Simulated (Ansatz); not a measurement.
`C[N](C)[Ga]([OH])[SH]` and `C[N](C)[Ga]([OH])[Cl]` differ in one atom or group.

Ansatz, PBE0-D4/def2-TZVP geometries, multiplicity 1. Each molecule was computed in one conformer, which needn't be the lowest.

Scalar relativity is left out up to krypton.

```json
{"property": "size of the dipole moment (B3LYP/def2-TZVPP) / D", "`C[N](C)[Ga]([OH])[SH]`": "2.25"}
{"property": "HOMO–LUMO gap (PBE/def2-TZVPP) / eV", "`C[N](C)[Ga]([OH])[SH]`": "3.87"}
{"property": "LUMO energy (PBE0/def2-TZVPP) / eV", "`C[N](C)[Ga]([OH])[SH]`": "-0.36"}
{"property": "HOMO energy (PBE/def2-TZVPP) / eV", "`C[N](C)[Ga]([OH])[SH]`": "-5.16"}
{"property": "HOMO–LUMO gap (PBE0/def2-TZVPP) / eV", "`C[N](C)[Ga]([OH])[SH]`": "6.08"}
{"property": "HOMO–LUMO gap (ωB97M-V/def2-TZVPP) / eV", "`C[N](C)[Ga]([OH])[SH]`": "10.11"}
```

**Question.** Give the same properties after the change, and the shifts. (Estimate.)

**Answer.** The calculation gave: 
```json
{"property": "size of the dipole moment (B3LYP/def2-TZVPP) / D", "`C[N](C)[Ga]([OH])[Cl]`": "1.07", "shift": "-1.18"}
{"property": "HOMO–LUMO gap (PBE/def2-TZVPP) / eV", "`C[N](C)[Ga]([OH])[Cl]`": "3.76", "shift": "-0.11"}
{"property": "LUMO energy (PBE0/def2-TZVPP) / eV", "`C[N](C)[Ga]([OH])[Cl]`": "-0.61", "shift": "-0.25"}
{"property": "HOMO energy (PBE/def2-TZVPP) / eV", "`C[N](C)[Ga]([OH])[Cl]`": "-5.32", "shift": "-0.16"}
{"property": "HOMO–LUMO gap (PBE0/def2-TZVPP) / eV", "`C[N](C)[Ga]([OH])[Cl]`": "5.98", "shift": "-0.10"}
{"property": "HOMO–LUMO gap (ωB97M-V/def2-TZVPP) / eV", "`C[N](C)[Ga]([OH])[Cl]`": "10.10", "shift": "-0.01"}
```

With PBE0 the HOMO falls by 0.17 eV and the LUMO falls by 0.25 eV, so the gap narrows by about 0.08 eV. PBE moves the HOMO by -0.16 eV and ωB97M-V by -0.17 eV. Dipoles are sizes alone; their direction can turn.

B3LYP here is the variant with VWN-RPA as its local correlation; programs differ in this.
